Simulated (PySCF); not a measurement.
Job for PySCF: R-B3LYP/6-31G* on H2SSe2 (SMILES S[Se][SeH]), a point of a torsion scan.

```python
from pyscf import gto, scf, dft, mp
from pyscf.data.elements import chemcore

mol = gto.M(
    atom='''
    S     2.02495220   -0.16969345   -0.86543186
    Se    0.31553787   -1.44693653   -0.20876234
    Se    0.42411841   -3.21717623   -1.63819839
    H     1.43741890    0.96771483   -0.50470607
    H     1.33989643   -4.03521284   -0.84858932
    ''',
    basis='6-31g*',
    cart=True,
    charge=0, spin=0, verbose=3, max_memory=1800)
mf = dft.RKS(mol, xc='b3lyp')
mf.conv_tol = 1e-8
mf.max_cycle = 100
mf.kernel()
if not mf.converged:
    mf = mf.newton().run(mf.mo_coeff, mf.mo_occ)
```

### Question
What total energy does the run end on?

### Answer
-5201.9924 hartree.
